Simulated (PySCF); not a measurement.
PySCF input file for C2Ni, SMILES [Ni]1[C][C]1 (connectivity only; charge and spin as stated), neutral, multiplicity 3, TDA-PBE0/def2-TZVPD. Geometry: PBE0-D3(BJ)/def2-TZVP. The multiplicity is an assumed one; other spin states were not compared.

```python
import numpy as np
from pyscf import gto, scf, dft, tdscf

mol = gto.M(
    atom='''
    Ni    0.00000000    0.00000000   -0.52331341
    C     0.00000000    0.64724828    1.22106463
    C     0.00000000   -0.64724828    1.22106463
    ''',
    basis='def2-TZVPD',
    charge=0,
    spin=2,
    max_memory=1600,
    verbose=4,
)
mf = dft.UKS(mol, xc='pbe0').density_fit(auxbasis='def2-universal-jkfit')
mf.grids.level = 3
mf.conv_tol = 1e-9
mf.max_cycle = 100
mf.kernel()
fine, coarse = mf.grids, dft.Grids(mol).set(level=1).build(with_non0tab=True)
for _ in range(3):  # follow internal instabilities
    mf.grids = coarse
    mo, _, stable, _ = mf.stability(return_status=True, nroots=4)
    mf.grids = fine
    if stable:
        break
    mf.kernel(mf.make_rdm1(mo, mf.mo_occ))
mf.grids = dft.Grids(mol).set(level=1).build(with_non0tab=True)  # coarser grid for the response kernel
td = tdscf.TDA(mf)
td.nstates = 10
td.conv_tol = 1e-4
td.positive_eig_threshold = 1e-6
td.kernel(x0=td.get_init_guess(mf, 15))
td.analyze()
```

Log of the run:

```
PySCF version 2.14.0

[INPUT] verbose = 4
[INPUT] num. atoms = 3
[INPUT] num. electrons = 40
[INPUT] charge = 0
[INPUT] spin (= nelec alpha-beta = 2S) = 2
[INPUT] symmetry False subgroup None
[INPUT] Mole.unit = angstrom
[INPUT] Symbol           X                Y                Z      unit          X                Y                Z       unit  Magmom
[INPUT]  1 Ni     0.000000000000   0.000000000000  -0.523313410000 AA    0.000000000000   0.000000000000  -0.988919022212 Bohr   0.0
[INPUT]  2 C      0.000000000000   0.647248280000   1.221064630000 AA    0.000000000000   1.223121983796   2.307477731093 Bohr   0.0
[INPUT]  3 C      0.000000000000  -0.647248280000   1.221064630000 AA    0.000000000000  -1.223121983796   2.307477731093 Bohr   0.0

nuclear repulsion = 110.279567506436
number of shells = 42
number of NR pGTOs = 199
number of NR cGTOs = 122
basis = def2-TZVPD
ecp = {}


******** <class 'pyscf.df.df_jk.DFUKS'> ********
method = DFUKS
initial guess = minao
damping factor = 0
level_shift factor = 0
DIIS = <class 'pyscf.scf.diis.CDIIS'>
diis_start_cycle = 1
diis_space = 8
diis_damp = 0
SCF conv_tol = 1e-09
SCF conv_tol_grad = None
SCF max_cycles = 100
direct_scf = False
number electrons alpha = 21  beta = 19
XC library pyscf.dft.libxc version 7.1.2
    S. Lehtola, C. Steigemann, M. J. T. Oliveira, and M. A. L. Marques,  SoftwareX 7, 1–5 (2018)
XC functionals = pbe0
    C. Adamo and V. Barone,  J. Chem. Phys. 110, 6158 (1999)
    M. Ernzerhof and G. E. Scuseria,  J. Chem. Phys. 110, 5029 (1999)
radial grids:
    Treutler-Ahlrichs [JCP 102, 346 (1995); DOI:10.1063/1.469408] (M4) radial grids

becke partition: Becke, JCP 88, 2547 (1988); DOI:10.1063/1.454033
pruning grids: <function nwchem_prune>
grids dens level: 3
symmetrized grids: False
atomic radii adjust function: <function treutler_atomic_radii_adjust>
small_rho_cutoff = 0
Set gradient conv threshold to 3.16228e-05
tot grids = 48880
******** <class 'pyscf.df.df.DF'> ********
[...]

cycle= 5 E= -1565.03723700507  delta_E= -1.42  |g|= 8.48  |ddm|= 1.43
  alpha nocc = 21  HOMO = -0.683082712599262  LUMO = -0.492987686693414
  beta  nocc = 19  HOMO = -0.849541043011772  LUMO = -0.747883824756162

WARN: HOMO -0.683082712599262 >= LUMO -0.747883824756162

cycle= 6 E= -1565.14356405551  delta_E= -0.106  |g|= 8.33  |ddm|= 0.972
  alpha nocc = 21  HOMO = -0.699202036473601  LUMO = -0.441505004665243
  beta  nocc = 19  HOMO = -0.770647620075685  LUMO = -0.637700917706372
  HOMO = -0.699202036474  LUMO = -0.637700917706  gap/eV = 1.67353
cycle= 7 E= -1570.66267078952  delta_E= -5.52  |g|= 7.39  |ddm|= 5.93
  alpha nocc = 21  HOMO = -0.582415987471962  LUMO = -0.345334715361043
  beta  nocc = 19  HOMO = -0.62976225256655  LUMO = -0.503206417316754
  HOMO = -0.582415987472  LUMO = -0.503206417317  gap/eV = 2.15540
cycle= 8 E= -1573.6694897334  delta_E= -3.01  |g|= 6.46  |ddm|= 3.47
  alpha nocc = 21  HOMO = -0.504573544195903  LUMO = -0.400510553513044
  beta  nocc = 19  HOMO = -0.634955808261498  LUMO = -0.520351899684268

WARN: HOMO -0.504573544195903 >= LUMO -0.520351899684268

cycle= 9 E= -1579.58039114017  delta_E= -5.91  |g|=  4.6  |ddm|= 7.29
  alpha nocc = 21  HOMO = 0.0417093698737267  LUMO = 0.0699296938698963
  beta  nocc = 19  HOMO = 0.0088278273108422  LUMO = 0.0431427187166998
  HOMO = 0.0417093698737  LUMO = 0.0431427187167  gap/eV = 0.03900
cycle= 10 E= -1548.83323270264  delta_E= 30.7  |g|= 7.33  |ddm|= 57.1
  alpha nocc = 21  HOMO = -0.288502063160838  LUMO = -0.16390049244928
  beta  nocc = 19  HOMO = -0.385761116258255  LUMO = -0.285796841179181
  HOMO = -0.288502063161  LUMO = -0.285796841179  gap/eV = 0.07361
cycle= 11 E= -1577.70134031613  delta_E= -28.9  |g|= 4.22  |ddm|=   57
  alpha nocc = 21  HOMO = -0.404959457739164  LUMO = -0.162059837700987
  beta  nocc = 19  HOMO = -0.426603963785464  LUMO = -0.302709054673709
  HOMO = -0.404959457739  LUMO = -0.302709054674  gap/eV = 2.78238
cycle= 12 E= -1582.83045102858  delta_E= -5.13  |g|= 2.31  |ddm|= 4.24
  alpha nocc = 21  HOMO = -0.243870174584056  LUMO = -0.0867503043042178
  beta  nocc = 19  HOMO = -0.233359894821621  LUMO = -0.137323913824552
  HOMO = -0.233359894822  LUMO = -0.137323913825  gap/eV = 2.61327
cycle= 13 E= -1583.87013436243  delta_E= -1.04  |g|= 0.476  |ddm|= 0.899
  alpha nocc = 21  HOMO = -0.208332702369908  LUMO = -0.050233507841714
  beta  nocc = 19  HOMO = -0.20006244817856  LUMO = -0.140730356918338
  HOMO = -0.200062448179  LUMO = -0.140730356918  gap/eV = 1.61451
cycle= 14 E= -1583.58254815702  delta_E= 0.288  |g|= 1.26  |ddm|= 0.811
  alpha nocc = 21  HOMO = -0.243538222655102  LUMO = -0.0645793723189776
  beta  nocc = 19  HOMO = -0.228176571930959  LUMO = -0.121862507422255
  HOMO = -0.228176571931  LUMO = -0.121862507422  gap/eV = 2.89295
cycle= 15 E= -1583.92579990092  delta_E= -0.343  |g|= 0.666  |ddm|=  0.3
  alpha nocc = 21  HOMO = -0.281355428579457  LUMO = -0.0803822062798893
  beta  nocc = 19  HOMO = -0.262794210482343  LUMO = -0.131617828900377
  HOMO = -0.262794210482  LUMO = -0.1316178289  gap/eV = 3.56949
cycle= 16 E= -1584.00606256786  delta_E= -0.0803  |g|= 0.353  |ddm|= 0.17
  alpha nocc = 21  HOMO = -0.276621035958885  LUMO = -0.0860970797603393
  beta  nocc = 19  HOMO = -0.263138390497413  LUMO = -0.124283182059906
  HOMO = -0.263138390497  LUMO = -0.12428318206  gap/eV = 3.77844
cycle= 17 E= -1584.03442490236  delta_E= -0.0284  |g|= 0.179  |ddm|= 0.146
  alpha nocc = 21  HOMO = -0.279878136733643  LUMO = -0.0958527874542276
  beta  nocc = 19  HOMO = -0.274655307830269  LUMO = -0.132567713138462
  HOMO = -0.27465530783  LUMO = -0.132567713138  gap/eV = 3.86640
cycle= 18 E= -1584.04312889955  delta_E= -0.0087  |g|= 0.0369  |ddm|= 0.103
  alpha nocc = 21  HOMO = -0.27907709936311  LUMO = -0.0986441717021915
  beta  nocc = 19  HOMO = -0.277754330269954  LUMO = -0.134168619462971
  HOMO = -0.27775433027  LUMO = -0.134168619463  gap/eV = 3.90717
cycle= 19 E= -1584.04361414705  delta_E= -0.000485  |g|= 0.0225  |ddm|= 0.049
  alpha nocc = 21  HOMO = -0.280029186013926  LUMO = -0.0976166514218683
  beta  nocc = 19  HOMO = -0.277661071678426  LUMO = -0.134272370930211
  HOMO = -0.277661071678  LUMO = -0.13427237093  gap/eV = 3.90181
cycle= 20 E= -1584.04378861834  delta_E= -0.000174  |g|= 0.00993  |ddm|= 0.0153
  alpha nocc = 21  HOMO = -0.281182421440978  LUMO = -0.0962429090589552
  beta  nocc = 19  HOMO = -0.277673657587005  LUMO = -0.134224974807001
  HOMO = -0.277673657587  LUMO = -0.134224974807  gap/eV = 3.90344
cycle= 21 E= -1584.0439530661  delta_E= -0.000164  |g|= 0.00541  |ddm|= 0.0307
  alpha nocc = 21  HOMO = -0.281636768844316  LUMO = -0.095892345072162
  beta  nocc = 19  HOMO = -0.278478286725247  LUMO = -0.134248967623826
  HOMO = -0.278478286725  LUMO = -0.134248967624  gap/eV = 3.92468
cycle= 22 E= -1584.04402019784  delta_E= -6.71e-05  |g|= 0.00163  |ddm|= 0.0248
  alpha nocc = 21  HOMO = -0.281740514105529  LUMO = -0.0958478556881904
  beta  nocc = 19  HOMO = -0.278500478069026  LUMO = -0.134369253489968
  HOMO = -0.278500478069  LUMO = -0.13436925349  gap/eV = 3.92201
cycle= 23 E= -1584.04402336498  delta_E= -3.17e-06  |g|= 0.000893  |ddm|= 0.00378
  alpha nocc = 21  HOMO = -0.281880324662949  LUMO = -0.0956695625952271
  beta  nocc = 19  HOMO = -0.278641601772684  LUMO = -0.134245303615391
  HOMO = -0.278641601773  LUMO = -0.134245303615  gap/eV = 3.92922
cycle= 24 E= -1584.04402522797  delta_E= -1.86e-06  |g|= 0.000345  |ddm|= 0.00465
  alpha nocc = 21  HOMO = -0.281888549866623  LUMO = -0.0956820357974801
  beta  nocc = 19  HOMO = -0.278712067363101  LUMO = -0.134258511136917
  HOMO = -0.278712067363  LUMO = -0.134258511137  gap/eV = 3.93078
cycle= 25 E= -1584.04402538369  delta_E= -1.56e-07  |g|= 0.000195  |ddm|= 0.000958
  alpha nocc = 21  HOMO = -0.281911750969822  LUMO = -0.0956554762507996
  beta  nocc = 19  HOMO = -0.27874725779902  LUMO = -0.134258406440019
  HOMO = -0.278747257799  LUMO = -0.13425840644  gap/eV = 3.93174
cycle= 26 E= -1584.04402541844  delta_E= -3.47e-08  |g|= 1.67e-05  |ddm|= 0.000729
  alpha nocc = 21  HOMO = -0.281903872097431  LUMO = -0.0956546826925866
  beta  nocc = 19  HOMO = -0.278741422400609  LUMO = -0.134257709577891
  HOMO = -0.278741422401  LUMO = -0.134257709578  gap/eV = 3.93160
cycle= 27 E= -1584.04402541918  delta_E= -7.38e-10  |g|= 1.14e-05  |ddm|= 6.6e-05
  alpha nocc = 21  HOMO = -0.281907649512201  LUMO = -0.0956554641159989
  beta  nocc = 19  HOMO = -0.278745543025612  LUMO = -0.134263045884691
  HOMO = -0.278745543026  LUMO = -0.134263045885  gap/eV = 3.93157
Extra cycle  E= -1584.04402541927  delta_E= -9.64e-11  |g|= 1.63e-05  |ddm|= 3.06e-05
converged SCF energy = -1584.04402541927  <S^2> = 2.0243632  2S+1 = 3.0161984
tot grids = 17800
uhf_internal: lowest eigs of H = [0.01529959 0.02971884 0.03795432 0.0406098 ]
<class 'pyscf.df.df_jk.DFUKS'> wavefunction is stable in the internal stability analysis
tot grids = 17800
Overwritten attributes  positive_eig_threshold  of <class 'pyscf.tdscf.uks.TDA'>


******** <class 'pyscf.tdscf.uks.TDA'> for <class 'pyscf.df.df_jk.DFUKS'> ********
nstates = 10
deg_eia_thresh = 1.000e-03
wfnsym = None
conv_tol = 0.0001
eigh lindep = 1e-12
eigh level_shift = 0
eigh max_cycle = 100


Excitation energies (eV)
[0.43652375 0.67820019 0.7244312  1.23692718 1.31206674 1.70086343
 1.8687221  2.03787045 2.20241155 2.9185607 ]

** Excitation energies and oscillator strengths **
Excited State   1:      0.43652 eV   2840.26 nm  f=0.0001
      14b ->   21b      0.36346
      17b ->   21b     -0.72804
      19b ->   21b     -0.56418
Excited State   2:      0.67820 eV   1828.14 nm  f=0.0003
      15b ->   21b      0.98722
      15b ->   24b      0.11166
Excited State   3:      0.72443 eV   1711.47 nm  f=0.0000
      13b ->   21b     -0.32111
      15b ->   20b     -0.27847
      18b ->   21b     -0.89389
Excited State   4:      1.23693 eV   1002.36 nm  f=0.0012
      14b ->   21b      0.34300
      17b ->   21b     -0.45292
      19b ->   21b      0.81080
Excited State   5:      1.31207 eV    944.95 nm  f=0.0064
      13b ->   20b     -0.19027
      18b ->   20b     -0.95761
Excited State   6:      1.70086 eV    728.95 nm  f=0.0034
      14b ->   20b      0.15262
      16b ->   21b      0.17501
      17b ->   20b     -0.75800
      19b ->   20b     -0.57856
Excited State   7:      1.86872 eV    663.47 nm  f=0.0000
      15b ->   20b      0.95091
      18b ->   21b     -0.27455
Excited State   8:      2.03787 eV    608.40 nm  f=0.0016
      21a ->   22a     -0.11632
      16b ->   21b     -0.40082
      17b ->   20b     -0.61063
      19b ->   20b      0.65372
Excited State   9:      2.20241 eV    562.95 nm  f=0.0017
      16b ->   20b      0.99441
Excited State  10:      2.91856 eV    424.81 nm  f=0.0006
      17b ->   22b     -0.19915
      19b ->   22b     -0.96176

** Transition electric dipole moments (AU) **
state          X           Y           Z        Dip. S.      Osc.
  1         0.0786     -0.0000     -0.0000      0.0062      0.0001
  2        -0.0000     -0.1240     -0.0000      0.0154      0.0003
  3        -0.0000      0.0000      0.0000      0.0000      0.0000
  4         0.2021     -0.0000     -0.0000      0.0408      0.0012
  5         0.0000      0.4464      0.0000      0.1993      0.0064
  6        -0.0000     -0.0000      0.2841      0.0807      0.0034
  7         0.0000     -0.0000      0.0000      0.0000      0.0000
  8         0.0000     -0.0000     -0.1797      0.0323      0.0016
  9         0.1751     -0.0000      0.0000      0.0307      0.0017
 10        -0.0000      0.0000     -0.0936      0.0088      0.0006

** Transition velocity dipole moments (imaginary part, AU) **
state          X           Y           Z        Dip. S.      Osc.
  1         0.0159     -0.0000     -0.0000      0.0003      0.0105
  2         0.0000     -0.0017      0.0000      0.0000      0.0001
  3        -0.0000      0.0000     -0.0000      0.0000      0.0000
  4        -0.0097      0.0000     -0.0000      0.0001      0.0014
  5        -0.0000     -0.0533     -0.0000      0.0028      0.0393
  6         0.0000      0.0000     -0.0641      0.0041      0.0439
  7         0.0000      0.0000     -0.0000      0.0000      0.0000
  8        -0.0000     -0.0000      0.0606      0.0037      0.0327
  9         0.0090      0.0000     -0.0000      0.0001      0.0007
 10        -0.0000      0.0000      0.0008      0.0000      0.0000

** Transition magnetic dipole moments (imaginary part, AU) **
state          X           Y           Z
  1        -0.0000     -0.9981     -0.0000
  2        -0.8861      0.0000     -0.0000
  3         0.0000      0.0000     -1.0434
  4        -0.0000     -1.0197     -0.0000
  5         0.7286     -0.0000      0.0000
  6        -0.0000     -0.0000     -0.0000
  7        -0.0000      0.0000      0.2175
  8         0.0000     -0.0000      0.0000
  9        -0.0000      0.5077     -0.0000
 10         0.0000     -0.0000     -0.0000
```

The run converged.

Cost: roughly 110 core-seconds.
